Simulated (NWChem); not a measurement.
# CH$_{9}$NSi$_{2}$; SMILES [SiH2]([SiH3])CN

```xyz
13

N      0.0715     2.7227    -0.0292
C      0.6716     1.4017     0.0253
Si    -0.6780     0.0650     0.0669
Si     0.2522    -2.0919    -0.0322
H     -0.4092     2.8638    -0.9152
H      0.7799     3.4514     0.0345
H      1.2342     1.2976     0.9699
H      1.3972     1.1650    -0.7840
H     -1.5821     0.2473    -1.1158
H     -1.5070     0.1984     1.3043
H      1.1744    -2.3230     1.1245
H      1.0382    -2.2702    -1.2942
H     -0.8199    -3.1346     0.0055
```
Atoms are numbered in this order, from 1.

Program: NWChem. Pople sets run with spherical d functions. Structure relaxed at the PBE0/def2-SVP level. Not confirmed as a minimum by frequencies. Absolute isotropic GIAO shieldings of the H sites, static isolated molecule, three-fold rotors averaged.

```
row               σ, B3LYP/6-31G* (ppm)  σ, BHandHLYP/pcSseg-1 (ppm)
----------------  ---------------------  ---------------------------
H10                               27.98                        27.55
H9                                28.23                        27.81
H11 (rotor mean)                  28.67                        28.16
H8                                29.65                        29.16
H7                                29.71                        29.20
H6                                31.72                     withheld
H5                                32.06                        31.33
```

### Question
Fit a straight line of the last column on the one before it, predict the withheld value, and compare with the run.

### Answer

1. Means of the 6 shown rows: x = 29.383, y = 28.868. Slope Σ(x − x̄)(y − ȳ)/Σ(x − x̄)² = 10.35/11.15 = 0.9283; intercept 1.592.
2. The shown rows scatter about the line by 0.031 (root mean square); the largest residual is -0.05, at H11 (rotor mean).
3. At x = 31.72 (H6; inside the shown range) the line gives 31.04.
4. The run gives 30.78, -0.26 from the line, 8.4 times the scatter.
